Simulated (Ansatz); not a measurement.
Consider the ligand exchange at a B–C bond: `BC(=C)CI` + `[SiH3]S` → `BS[SiH3]` + `C=CCI`.

Computed with Ansatz on PBE0-D4/def2-TZVP structures; ΔE is electronic, products minus reactants. CBS: MP2 limit from def2 TZ/QZ plus the TZ coupled-cluster correction, frozen cores. DFT in def2-TZVPP. B3LYP here is the variant with VWN-RPA as its local correlation; programs differ in this. Elements past krypton have def2 core potentials. For I outer-core shells are correlated without core-valence functions, which leaves a few kJ/mol of doubt a bond. One conformer a species, not always the lowest.

`BC(=C)CI`:

Z-matrix (Å, degrees):
```
C
I 1 2.160
C 1 1.488 2 110.0
H 1 1.088 2 105.3 3 -123.2
H 1 1.088 2 103.6 3 120.8
C 3 1.342 1 120.1 2 -110.2
B 3 1.543 1 120.9 2 72.0
H 6 1.084 3 120.6 1 -180.0
H 6 1.088 3 122.6 1 -0.2
H 7 1.196 3 119.1 1 -177.1
H 7 1.196 3 121.1 1 4.6
```

`[SiH3]S`:

Cartesian coordinates in Å:
```
Si -0.030 -0.474 -0.231
S 0.569 1.565 0.001
H 0.459 -1.319 0.888
H 0.591 -0.910 -1.504
H -1.507 -0.603 -0.317
H -0.082 1.740 1.163
```

`BS[SiH3]`:

```xyz
8

B     1.208   -1.145   -0.377
S    -0.001   -0.275   -1.343
Si   -0.942    0.877    0.217
H     1.297   -0.981    0.803
H     1.925   -1.898   -0.961
H     0.055    1.766    0.859
H    -1.536   -0.032    1.227
H    -2.006    1.687   -0.425
```

`C=CCI`:

Z-matrix (Å, degrees):
```
C
C 1 1.475
I 1 2.166 2 111.0
H 1 1.087 2 112.9 3 -118.1
H 1 1.088 2 113.1 3 115.7
C 2 1.327 1 123.6 3 113.5
H 2 1.087 1 116.4 3 -66.8
H 6 1.085 2 121.4 1 -1.1
H 6 1.083 2 121.4 1 178.9
```

```
             level  ΔE (kJ/mol)  difference from CCSD(T)/CBS
            PBE-D4        -75.6                         -5.5
         r2SCAN-D4        -75.0                         -4.9
           PBE0-D4        -73.4                         -3.3
          B3LYP-D4        -69.8                          0.3
           ωB97X-V        -69.5                          0.6
           ωB97M-V        -69.5                          0.6
            B2PLYP        -71.7                         -1.6
               PBE        -77.3                         -7.2
            r2SCAN        -75.6                         -5.5
              PBE0        -74.9                         -4.8
             B3LYP        -72.5                         -2.4
     HF/def2-TZVPP        -64.8                          5.3
    MP2/def2-TZVPP        -70.1                          0.0
SCS-MP2/def2-TZVPP        -68.2                          1.9
   CCSD/def2-TZVPP        -68.3                          1.8
CCSD(T)/def2-TZVPP        -69.6                          0.5
     HF/def2-QZVPP        -64.2                          5.9
    MP2/def2-QZVPP        -70.2                         -0.1
SCS-MP2/def2-QZVPP        -68.3                          1.8
      HF/CBS(def2)        -64.1                          6.0
     MP2/CBS(def2)        -70.6                         -0.5
    CCSD/CBS(def2)        -68.8                          1.3
       CCSD(T)/CBS        -70.1                            0
```

Largest T1 diagnostic among the species: 0.014.

In def2-TZVPP, CCSD(T) changes the Hartree–Fock value by −4.8 kJ/mol (the triples alone add −1.3 kJ/mol) and MP2 by −5.3 kJ/mol.
